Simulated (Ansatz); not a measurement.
Relaxation of FGaH₆O (9 atoms, charge 0, multiplicity 1), to a largest force component of 0.03 eV/Å in at most 50 steps.

Computed with UKS PBE-D4/def2-SVP in Ansatz.

```xyz
9
Properties=species:S:1:pos:R:3:forces:R:3
Ga -0.904 0.096 -1.279 -0.47 -0.49 0.46
H 0.230 1.157 -1.242 0.64 0.35 0.09
H -0.585 -1.388 -1.689 0.03 0.00 0.00
H -2.375 0.633 -1.085 0.01 0.00 0.00
H 0.537 -0.576 1.591 0.31 0.01 -0.16
O -0.400 -0.408 1.803 -0.25 0.10 -0.41
H 1.744 0.302 -0.443 -0.64 0.81 -0.78
F 2.132 -0.298 0.140 0.37 -0.77 0.84
H -0.378 0.481 2.205 0.00 -0.02 -0.04
```

Question: Where does it end, and by what steps?

Answer: The run converged. After 10 steps the energy has fallen by 0.839 eV; O6 moved furthest, 0.65 Å. Joined: Ga1–O6.

```csv
step,energy less start (eV),largest force component (eV/Å),accepted
0,0.0000,0.842,yes
1,-0.2075,0.606,yes
2,-0.4704,0.917,yes
3,-0.7155,0.434,yes
4,-0.7656,0.699,yes
5,-0.7571,1.074,no
6,-0.8186,0.166,yes
7,-0.8301,0.090,yes
8,-0.8347,0.202,yes
9,-0.8386,0.033,yes
10,-0.8390,0.016,yes
```

```xyz
9
Properties=species:S:1:pos:R:3
Ga -0.841 -0.059 -0.858
H 0.535 0.787 -1.176
H -0.848 -1.506 -1.473
H -2.092 0.879 -0.647
H 0.664 -0.348 1.149
O -0.335 -0.465 1.159
H 1.532 0.413 -0.336
F 2.059 0.069 0.428
H -0.674 0.230 1.754
```

Run time: 26 s on 2 threads of Arm Neoverse V2, on a shared host, peak memory 0.15 GiB.
